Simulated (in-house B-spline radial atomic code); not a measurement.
Se⁺. Computed with a B-spline radial atomic code. Model: non-relativistic spherical atom: semilocal Troullier-Martins pseudo-atom, one channel per l, against all electrons, high spin, G0W0 and RPA with empty states to l = 8, local potential for every l without a channel, a model core (radius 0 = none) keeps its share of the functional.

What the tables leave out is listed at the end.

The pseudopotential gives back the lowest level of each angular momentum of its own functional in the configuration it was made in; a second state of the same l is only approximately right. Exact exchange, RPA and GW see the smooth pseudo-orbitals and miss the exchange with the core, for which the functional's share stands in. The column with an uncorrelated core keeps all orbitals and exact exchange, and so separates missing core correlation from pseudisation. Only the three outermost levels and the lowest empty one were computed. RPA here is direct RPA, with no exchange kernel, and its energies carry an (l + 1/2)⁻⁴ tail. A hybrid on a potential with a model core restores only its own semilocal share of the core's exchange.

Command:
```bash
python run_psgw.py task.json out
```
Settings (lengths in bohr, energies in hartree):
```
Z                      34
electrons              33
configuration          [Ar] 3d10 4s2 4p3
generated_in           [Ar] 3d10 4s2 4p4
functional             lda,vwn
core_shells            4
radius_factor          1.15
core_correction        True
```

Run time, properties included: 35 s on 1 thread of Arm Neoverse N1 (shared host).

Given: made with LDA VWN5; model core radius 0.266 bohr; local radius 0.756 bohr; mean-field start LDA VWN5.

Valence shells of the generating configuration: 3p, 3d, 4s, 4p.

Channel: s 1.748, p 0.581, d 1.545 (radii in bohr).

Computed: largest level miss in the spin-unpolarised generating configuration 0.043 eV; valence RPA correlation energy pseudo -1.4377 hartree; all-electron RPA polarisability, core included 12.455 bohr³; pseudo-atom RPA polarisability 12.158 bohr³.

```json
{"level": "4p up", "occupied": "1", "mean-field all-electron (eV)": "-16.452", "mean-field pseudo minus all (eV)": "-0.071", "G0W0 all-electron (eV)": "-21.343", "G0W0 uncorrelated core minus all (eV)": "0.002", "G0W0 pseudo minus all (eV)": "0.098", "exchange self-energy all-electron (eV)": "-19.982", "exchange self-energy pseudo (eV)": "-18.87"}
{"level": "4s down", "occupied": "1", "mean-field all-electron (eV)": "-24.879", "mean-field pseudo minus all (eV)": "-0.027", "G0W0 all-electron (eV)": "-29.3", "G0W0 uncorrelated core minus all (eV)": "-0.088", "G0W0 pseudo minus all (eV)": "-1.428", "exchange self-energy all-electron (eV)": "-18.484", "exchange self-energy pseudo (eV)": "-18.846"}
{"level": "4p down (empty)", "occupied": "0", "mean-field all-electron (eV)": "-14.096", "mean-field pseudo minus all (eV)": "-0.07", "G0W0 all-electron (eV)": "-10.102", "G0W0 uncorrelated core minus all (eV)": "0.003", "G0W0 pseudo minus all (eV)": "0.214", "exchange self-energy all-electron (eV)": "-5.6519", "exchange self-energy pseudo (eV)": "-4.5395"}
```

Problem. What is the valence RPA correlation energy all-electron orbitals?

Solution. -1.4239 hartree.

Given: mean-field start PBE0.

Computed: valence RPA correlation energy all-electron orbitals -1.367 hartree; all-electron RPA polarisability, core included 11.131 bohr³; pseudo-atom RPA polarisability 11.058 bohr³.

| level | occupied | mean-field all-electron (eV) | mean-field pseudo minus all (eV) | G0W0 all-electron (eV) | G0W0 uncorrelated core minus all (eV) | G0W0 pseudo minus all (eV) | exchange self-energy all-electron (eV) | exchange self-energy pseudo (eV) |
| --- | --- | --- | --- | --- | --- | --- | --- | --- |
| 4p up | 1 | -17.858 | 0.116 | -21.532 | 0.002 | 0.219 | -19.865 | -18.658 |
| 4s down | 1 | -25.568 | -0.575 | -29.304 | -0.083 | -1.67 | -18.224 | -19.305 |
| 4p down (empty) | 0 | -12.392 | 0.087 | -9.8729 | 0.003 | 0.245 | -5.3099 | -4.2537 |

Problem. What is the valence RPA correlation energy pseudo?

Solution. -1.3902 hartree.

Among the listed levels the largest G0W0 shift of the pseudo-atom is -1.67 eV, for 4s down on the PBE0 start, while leaving the core uncorrelated moves that level by -0.08 eV. So pseudisation and the lost core exchange, not the missing core correlation, make the error. Not in the tables (levels of low weight, unsolved or above zero; the highest and the empty levels are kept at any weight): on LDA the G0W0 levels 4s up (pseudo minus all -0.71 eV, weights 0.12 and 0.19); on PBE0 the G0W0 levels 4s up (pseudo minus all -2.00 eV, weights 0.08 and 0.39); no Hartree-Fock pseudo-atom is run with a model core.
